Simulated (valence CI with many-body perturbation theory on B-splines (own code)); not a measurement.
# E1 line list for V¹⁷⁺

Computed by relativistic CI+MBPT: four valence electrons over a frozen Dirac-Fock core [He], radial functions for each j: 11 s, 11 p, 9 d, 7 f, 5 g, 2 h, 1 i, with the one-electron correlation potential Σ1 (screened to all orders), the two-electron term Σ2, the three-electron term Σ3, Breit, model QED; selected single and double excitations, second order for the rest (own B-spline code, finite nucleus).

No measured spectrum was set against this ion. As an estimate, levels of excited configurations hold to 0.05 to 0.15 % of their energy, terms of the ground configuration to about 0.5 %.

Lines 201 to 250 of 251 in falling wavelength, among levels below 59.753 Ry, chosen from the strongest by gf and those to the six lowest levels. Wavelengths and rates use the calculated energies, so an error of 400 cm⁻¹ moves a line at 1.623 nm by 0.0065 % and its rate by three times that or more. Electric multipoles are in the length gauge, E1 and E2 with the static RPA response of the core. Weak lines are less certain than strong ones. Lines between different terms over intervals too small for the method are left out, as are lines whose strength nearly cancels. Where a level lies close to another of its J and parity, the split of strength between their lines is uncertain. The highest levels of a list are the least certain.

Names give the largest LS component (configuration and term), which can be under half, so a name can repeat, a term be missing and a line seem to break the LS rules; names also repeat where a configuration has a term twice. Letters in brackets count levels of one name in rising energy.

| λ vac (nm) | Upper | Lower | A (s⁻¹) | S (a.u.) |
| --- | --- | --- | --- | --- |
| 1.623 | 2s2p²3p ⁵D°_1 | 2s²2p² ³P_2 | 2.70e+11 | 1.71e-03 |
| 1.622 | 2s²2p3d ¹F°_3 | 2s²2p² ³P_2 | 4.49e+11 | 6.61e-03 |
| 1.618 | 2s2p²3p ³S°_1 | 2s²2p² ³P_2 | 7.29e+11 | 4.57e-03 |
| 1.616 | 2s²2p3d ³P°_1 | 2s²2p² ³P_0 | 3.66e+10 | 2.29e-04 |
| 1.615 | 2s2p²3p ⁵D°_1 | 2s²2p² ³P_1 | 3.57e+11 | 2.23e-03 |
| 1.614 | 2s2p²3p ³D°_3 [a] | 2s²2p² ¹D_2 | 1.80e+11 | 2.62e-03 |
| 1.614 | 2s²2p3d ¹P°_1 | 2s²2p² ³P_1 | 1.07e+11 | 6.64e-04 |
| 1.611 | 2s2p²3p ³P°_1 | 2s²2p² ¹D_2 | 1.17e+11 | 7.25e-04 |
| 1.610 | 2s2p²3p ³P°_2 | 2s²2p² ¹D_2 | 9.96e+10 | 1.03e-03 |
| 1.610 | 2s2p²3p ³S°_1 | 2s²2p² ³P_1 | 6.44e+11 | 3.98e-03 |
| 1.609 | 2s2p²3p ⁵P°_1 | 2s²2p² ³P_2 | 1.28e+11 | 7.87e-04 |
| 1.605 | 2s2p²3p ⁵D°_1 | 2s²2p² ³P_0 | 2.04e+11 | 1.25e-03 |
| 1.604 | 2s²2p3d ¹P°_1 | 2s²2p² ³P_0 | 5.85e+10 | 3.57e-04 |
| 1.603 | 2s2p²3p ⁵P°_3 | 2s²2p² ³P_2 | 3.22e+11 | 4.58e-03 |
| 1.601 | 2s2p²3p ⁵P°_1 | 2s²2p² ³P_1 | 1.23e+11 | 7.49e-04 |
| 1.601 | 2s2p²3p ⁵P°_2 | 2s²2p² ³P_1 | 2.25e+11 | 2.28e-03 |
| 1.600 | 2s2p²3p ³S°_1 | 2s²2p² ³P_0 | 3.92e+11 | 2.38e-03 |
| 1.598 | 2s2p²3p ³D°_2 [a] | 2s²2p² ³P_2 | 2.21e+11 | 2.22e-03 |
| 1.596 | 2s2p²3p ³D°_1 [b] | 2s²2p² ¹S_0 | 2.52e+10 | 1.51e-04 |
| 1.595 | 2s2p²3p ³D°_1 [a] | 2s²2p² ³P_1 | 1.42e+12 | 8.55e-03 |
| 1.592 | 2s2p²3p ⁵P°_1 | 2s²2p² ³P_0 | 7.04e+11 | 4.21e-03 |
| 1.591 | 2s2p²3p ⁵S°_2 | 2s²2p² ³P_2 | 1.01e+11 | 1.00e-03 |
| 1.590 | 2s2p²3p ³D°_2 [a] | 2s²2p² ³P_1 | 3.00e+12 | 2.98e-02 |
| 1.590 | 2s2p²3p ³D°_3 [a] | 2s²2p² ³P_2 | 2.91e+12 | 4.05e-02 |
| 1.587 | 2s2p²3p ³P°_1 | 2s²2p² ³P_2 | 2.21e+12 | 1.31e-02 |
| 1.586 | 2s2p²3p ³P°_2 | 2s²2p² ³P_2 | 2.77e+12 | 2.73e-02 |
| 1.585 | 2s2p²3p ³D°_1 [a] | 2s²2p² ³P_0 | 1.81e+12 | 1.07e-02 |
| 1.584 | 2s2p²3p ⁵S°_2 | 2s²2p² ³P_1 | 2.59e+10 | 2.54e-04 |
| 1.583 | 2s2p²3p ³P°_0 | 2s²2p² ³P_1 | 3.28e+12 | 6.42e-03 |
| 1.580 | 2s2p²3p ³P°_1 | 2s²2p² ³P_1 | 6.15e+11 | 3.59e-03 |
| 1.579 | 2s2p²3p ³P°_2 | 2s²2p² ³P_1 | 3.27e+11 | 3.17e-03 |
| 1.577 | 2s2p²3p ³F°_2 | 2s²2p² ¹D_2 | 1.13e+12 | 1.09e-02 |
| 1.573 | 2s2p²3p ³F°_3 | 2s²2p² ¹D_2 | 7.96e+10 | 1.07e-03 |
| 1.570 | 2s2p²3p ³P°_1 | 2s²2p² ³P_0 | 4.00e+11 | 2.29e-03 |
| 1.570 | 2s2p²3p ¹D°_2 | 2s²2p² ¹D_2 | 2.58e+12 | 2.47e-02 |
| 1.569 | 2s2p²3p ³D°_1 [b] | 2s²2p² ¹D_2 | 6.65e+11 | 3.80e-03 |
| 1.567 | 2s2p²3p ¹F°_3 | 2s²2p² ¹D_2 | 3.10e+12 | 4.12e-02 |
| 1.566 | 2s2p²3p ³D°_2 [b] | 2s²2p² ¹D_2 | 2.92e+10 | 2.77e-04 |
| 1.564 | 2s2p²3p ³D°_3 [b] | 2s²2p² ¹D_2 | 5.79e+11 | 7.66e-03 |
| 1.554 | 2s2p²3p ³F°_2 | 2s²2p² ³P_2 | 2.50e+11 | 2.31e-03 |
| 1.550 | 2s2p²3p ³F°_3 | 2s²2p² ³P_2 | 7.00e+10 | 9.01e-04 |
| 1.548 | 2s2p²3p ¹D°_2 | 2s²2p² ³P_2 | 2.68e+11 | 2.45e-03 |
| 1.547 | 2s2p²3p ³F°_2 | 2s²2p² ³P_1 | 1.99e+10 | 1.81e-04 |
| 1.546 | 2s2p²3p ³D°_1 [b] | 2s²2p² ³P_2 | 2.81e+11 | 1.54e-03 |
| 1.544 | 2s2p²3p ¹F°_3 | 2s²2p² ³P_2 | 5.15e+11 | 6.55e-03 |
| 1.544 | 2s2p²3p ³D°_2 [b] | 2s²2p² ³P_2 | 1.81e+11 | 1.64e-03 |
| 1.542 | 2s2p²3p ³D°_3 [b] | 2s²2p² ³P_2 | 1.28e+11 | 1.62e-03 |
| 1.541 | 2s2p²3p ¹D°_2 | 2s²2p² ³P_1 | 3.88e+10 | 3.50e-04 |
| 1.539 | 2s2p²3p ³D°_1 [b] | 2s²2p² ³P_1 | 2.44e+11 | 1.31e-03 |
| 1.536 | 2s2p²3p ³D°_2 [b] | 2s²2p² ³P_1 | 2.86e+11 | 2.56e-03 |
